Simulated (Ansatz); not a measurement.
Z-matrix (Å, degrees):
```
Si
C 1 1.8728
C 2 1.3567 1 107.79
H 2 1.0930 3 121.35 1 -180.00
C 3 1.4932 2 115.80 4 180.00
C 5 1.3521 3 118.00 2 0.00
H 5 1.0987 6 122.94 1 -180.00
C 6 1.4972 5 125.30 7 0.00
H 8 1.1027 6 112.31 5 0.00
H 8 1.1048 9 107.88 6 122.98
H 8 1.1048 9 107.88 10 114.04
C 3 1.5019 2 125.80 4 0.00
H 12 1.0992 3 111.84 2 0.00
H 12 1.1042 13 108.44 3 -122.44
H 12 1.1042 13 108.44 14 -115.11
C 1 1.8866 2 114.40 4 64.18
H 16 1.1011 1 110.65 2 50.17
H 16 1.1024 17 108.13 1 121.91
H 16 1.1027 17 108.23 18 116.47
C 1 1.8866 2 114.40 4 -64.18
H 20 1.1011 1 110.65 2 -50.17
H 20 1.1024 21 108.13 1 -121.91
H 20 1.1027 21 108.23 22 -116.47
```
Charge 0, multiplicity 1.

Level of theory: frozen-core CCSD(T)/cc-pVDZ // B3LYP-D3(BJ)/def2-SVP (Ansatz, a quantum-chemistry and plane-wave program). The restricted HF reference is unstable towards unrestricted orbitals.

```json
{
  "HF energy": "-600.04626 Ha",
  "MP2 correlation energy": "-1.20013 Ha"
}
```

Q: Estimate the CCSD correlation energy, the (T) correction, the total energy and the T1 diagnostic.

A: 
```yaml
CCSD correlation energy: -1.29757 Ha
"(T) correction": -0.04799 Ha
CCSD(T) total energy: -601.39182 Ha
T1 diagnostic: 0.010
```
